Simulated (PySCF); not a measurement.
C3H12Si3, SMILES [SiH3][SiH2][SiH]1CCC1.

Coordinates come from a PBE0-D3(BJ)/def2-SVP optimisation. This is a generated structure with no PubChem entry under its InChIKey; it may be hypothetical. The values are those of a single conformer.

Level of theory: HF/def2-TZVP (PySCF).

Symmetry labels are those of the subgroup Cs that the program uses (full group Cs).

Computed valence orbital energies around the gap with their symmetry:
```json
[
 {"orbital": "HOMO−7", "symmetry": "A'", "energy (eV)": "-13.24"},
 {"orbital": "HOMO−6", "symmetry": "A\"", "energy (eV)": "-13.07"},
 {"orbital": "HOMO−5", "symmetry": "A'", "energy (eV)": "-13.06"},
 {"orbital": "HOMO−4", "symmetry": "A\"", "energy (eV)": "-12.77"},
 {"orbital": "HOMO−3", "symmetry": "A'", "energy (eV)": "-11.82"},
 {"orbital": "HOMO−2", "symmetry": "A\"", "energy (eV)": "-11.23"},
 {"orbital": "HOMO−1", "symmetry": "A'", "energy (eV)": "-10.80"},
 {"orbital": "HOMO", "symmetry": "A'", "energy (eV)": "-9.95"},
 {"orbital": "LUMO", "symmetry": "A\"", "energy (eV)": "2.90"},
 {"orbital": "LUMO+1", "symmetry": "A'", "energy (eV)": "3.00"},
 {"orbital": "LUMO+2", "symmetry": "A'", "energy (eV)": "3.37"},
 {"orbital": "LUMO+3", "symmetry": "A'", "energy (eV)": "3.60"}
]
```
